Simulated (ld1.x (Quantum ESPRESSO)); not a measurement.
What one change does to a pseudopotential (Ta, TM)

ld1.x (Quantum ESPRESSO) 7.5 input, shortened:

```
&input
   title='Ta', zed=73., rel=1, dft='PZ', iswitch=3,
   config='[Xe] 4f14 5d3 6s2 6p0'
 /
 &inputp
   pseudotype=2, tm=.true., lloc=0,
   nlcc=.false.
 /
3
6P  2  1   0.00   0.00  3.65  3.65  0.0
5D  3  2   3.00   0.00  2.50  2.50  0.0
6S  1  0   2.00   0.00  2.70  2.70  0.0
 &test
   configts(1)='5d3 6s2 6p0'
 /
```

Change: all radii scaled by about 1.15 (s 3.10, p 4.18, d 2.86 bohr).

Cutoffs: the cutoffs (Ry, on a coarse ladder) from which the occupation-weighted sum of valence levels, in a spherical-Bessel basis at the reference potential, stays within 10 and 1 mRy of its value at 400 Ry; they do not see the model core or the augmentation charge, which bear on the density cutoff. Errors are all-electron minus pseudo energies relative to the spin-unpolarised reference configuration.

Problem. What does the change do?

Solution. The potential gets softer (25 Ry and 30 Ry → 21 Ry and 25 Ry); of the 9 tests that both files solve, the error grows in 3 and shrinks in 2 by more than 15 % and 0.3 meV (median size 6.6 → 30.9 meV); neither file shows a bound ghost. A larger radius leaves more room for a smooth pseudo-wave, so fewer plane waves are needed.

| quantity | base | changed |
| --- | --- | --- |
| cutoff, loose | 25 Ry | 21 Ry |
| cutoff, tight | 30 Ry | 25 Ry |
| loose cutoff by channel (10 mRy a level) | d 21 Ry, s 6 Ry | d 18 Ry, s 6 Ry |
| bound ghosts | none | none |
| error for 5d3 6s1 6p0, meV [ΔE 8.70 eV] | +6.6 | +7.2 |
| error for 5d3 6s0 6p0, meV [ΔE 24.01 eV] | +53 | +48 |
| error for 5d2 6s0 6p0, meV [ΔE 47.94 eV] | +120 | +95 |
| error for 5d3.5 6s1.5 6p0, meV [ΔE 0.98 eV] | -3.7 | +0.1 |
| error for 5d2 6s2 6p0, meV [ΔE 7.91 eV] | +0.8 | +20 |
| error for 5d4 6s0 6p0, meV [ΔE 10.17 eV] | +3.0 | +31 |
| error for 5d3 6s1.5 6p0, meV [ΔE 3.56 eV] | +0.6 | +0.9 |
| error for 5d3 6s2 6p0 (spin-polarised), meV [ΔE -1.05 eV] | +1315 | +1300 |
| error for 5d3 6s1 6p0 (spin-polarised), meV [ΔE 6.73 eV] | +1917 | +1916 |
